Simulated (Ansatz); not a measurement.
`[SiH3][O][Ge]([O][SiH3])([O][SiH3])[O][SiH3]` → Ge• + 12 H• + 4 O• + 4 Si•  (atomization)

Gas-phase electronic energies from Ansatz, PBE0-D4/def2-TZVP geometries. CCSD(T)/CBS is the MP2 limit (def2-TZVPP, def2-QZVPP) plus CCSD(T) − MP2 in def2-TZVPP, frozen cores. This one scheme is used for every species, atoms too. DFT in def2-TZVPP. HSE06 is defined as in plane-wave codes. No spin–orbit coupling; open shells (•) take unrestricted orbitals. Spin–orbit coupling would lower the free atoms: a little for O, Si; clearly for Ge. For Ge outer-core shells are correlated without core-valence functions, so the limit isn't a true one: a few kJ/mol of doubt a bond, and 10 to 20 or more in all where bonds break to atoms. Scalar relativity is left out up to krypton. Each species was taken in one conformer, which may not be the lowest.

| level | ΔE (kJ/mol) |
| --- | --- |
| r2SCANh | 7206.4 |
| HSE06 | 7081.0 |
| CAM-B3LYP | 7253.4 |
| MP2/def2-SVP | 6835.0 |

**Question.** What does CCSD(T)/CBS give? (Best estimate.)

**Answer.** The calculation gave: +7331.6 kJ/mol. The listed levels differ from it by -125.2, -250.6, -78.2, -496.6 kJ/mol.

Largest T1 diagnostic among the species: 0.012.

Leaving LDA and LC-ωPBE aside and taking each functional with its dispersion term where it has one, the values, not all of them listed here, spread over 282.0 kJ/mol, from revPBE-D4 to ωB97X-V. LDA lies +999.1 kJ/mol from PBE without D4, its usual overbinding. At CCSD(T), def2-SVP lies −581.1 kJ/mol from the extrapolated value and def2-TZVPP −196.5 kJ/mol: correlation converges slowly with the basis, and small sets miss more of it in the bonded molecule than in its fragments.

For atomizations the MP2-based limit and the directly extrapolated one differ by several kJ/mol either way, and by 10 to 25 for some Ge, Se and Sn compounds, so smaller differences from it don't rank the levels.
